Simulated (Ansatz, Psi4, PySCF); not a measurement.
scandium atom (Sc), doublet (in this run its highest filled SCF level lies above zero, so its values depend strongly on the basis, on diffuse functions most of all). Base run: B97M-V/STO-3G run with PySCF.

PySCF was given this input:
```python
from pyscf import gto, scf, dft

mol = gto.M(
    atom='''
Sc    0.00000000    0.00000000    0.00000000
''',
    basis='sto-3g',
    spin=1,
    verbose=4,
)

mf = dft.UKS(mol)
mf.xc = 'b97m_v'
mf.kernel()
```

The same geometry, method and basis name were run in Ansatz (a program for electronic structure) and Psi4 and PySCF, at each program's defaults and at the settings that a row names. The base is PySCF at its defaults. Differences at the defaults can come from grids, fitting, cores and function types together. The rows with settings made alike still differ; the cause (another SCF solution, basis table, core potential or functional code) wasn't traced.

```
code and settings                                                                             ΔE vs base (µEh)  basis functions      E (Eh)  SCF cycles
--------------------------------------------------------------------------------------------  ----------------  ---------------  ----------  ----------
PySCF, defaults (exact integrals, its default grid, spherical functions)                                   0.0               18  -752.66730          10
Psi4, defaults (density fitting with its default set, its default grid, spherical functions)             -1215               18  -752.66851           7
Ansatz, defaults (factorised integrals, its default grid, spherical functions)                             4.2               18  -752.66729           -
PySCF, density fitting with def2-universal-jkfit                                                         -1025               18  -752.66832           7
PySCF, fine grid                                                                                          1747               18  -752.66555           7
Psi4, exact integrals, spherical functions, fine grid                                                      9.3               18  -752.66729           9
Ansatz, high accuracy                                                                                      4.3               18  -752.66729           -
```

Open shells are given as the SCF converged; they aren't shown to be the lowest states, and a large step between rows can be another state.
